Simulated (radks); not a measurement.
Kr2+, 34 electrons, occupied as [Ar] 3d10 4s2 4p4. Calculated with a radial shooting solver on a logarithmic mesh with Libxc functionals: Dirac Kohn-Sham, LDA (Slater exchange, Perdew-Wang correlation), spin-unpolarised, spherical densities, point nucleus; open shells fill j = l - 1/2 first.

Spin-orbit splittings of the eigenvalues, e(l+1/2) - e(l-1/2), with zeta = 2 splitting/(2l+1) and mean radii in bohr:

shell  occ.  splitting (eV)  zeta (eV)  <r> j=l-1/2  <r> j=l+1/2
2p        6               ?          ?       0.1575       0.1614
3p        6           7.932      5.288       0.5339       0.5445
3d       10           1.308     0.5232       0.5528       0.5567
4p        4          0.8208     0.5472        1.715        1.746

Estimate the 2p splitting.

Answer. 53.73 eV (zeta = 35.82 eV).
